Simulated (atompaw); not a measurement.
## Pseudopotential generation for selenium (Se): PAW (atompaw), LDA (PW92), scalar-relativistic.

atompaw 4.2.0.5 was run on this input:

```
Se 34
LDA-PW scalarrelativistic loggrid 1500 logderivrange -3 5 201
4 4 3 0 0 0
4 1 4
0 0 0
c
c
c
v
c
c
v
c
1
1.85 1.45 1.40 1.05
y
2.5
n
y
2.3
n
bloechl sinc
2 0 vpsmatchnc
PWSCFOUT
UPFDX 0.0125d0 UPFXMIN -7.d0 UPFZMESH 34.d0
END
```

Command:

```bash
atompaw < Se.input > Se.log
```

The program printed (summary file):

```
[... start of the log left out ...]
 Completed calculations for Se (SC)

 Exchange-correlation type: LDA, Perdew-Wang correlation

 Radial integration grid is logarithmic
 r0 =   2.4881001E-04 h =   8.4595402E-03   n =      1500 rmax =   8.0000000E+01

 Scalar relativistic calculation

 SCatom converged in   1 iterations
   nz     =  34.00
   delta  =       2.520272941206E-18

 Valence Electron Orbital energies:
  n  l      occupancy      energy
   4  0      2.0000000E+00 -1.2849912E+00
   4  1      4.0000000E+00 -4.8916238E-01

 Total energy
   Total                    :    -4853.57871775313652
   Valence                  :     -182.59081946706027

 PAW parameters:
       lmax =            1
         rc =    1.8541014398077429
        irc =         1055
   rc_shape =    1.4506854988493854
    rc_vloc =    1.4024099349523185
    rc_core =    1.0518059572119771

bsolv iter cp 1003 -133.34357126431806
iter nodes cp cpmin cpmax 1003 1 -1.3334357E+02 -1.0000000E+02 -1.3332895E+02
bsolv iter cp 1004 -134.17172000745293
iter nodes cp cpmin cpmax 1004 0 -1.3417172E+02 -1.0000000E+02 -1.3334357E+02
iter nodes del 1004 0 540.01105557748463
terminating projector 1004
```

The run stopped because the iteration for the Blöchl projector did not settle.

The run took about 4.7 s on one core of a shared server CPU.
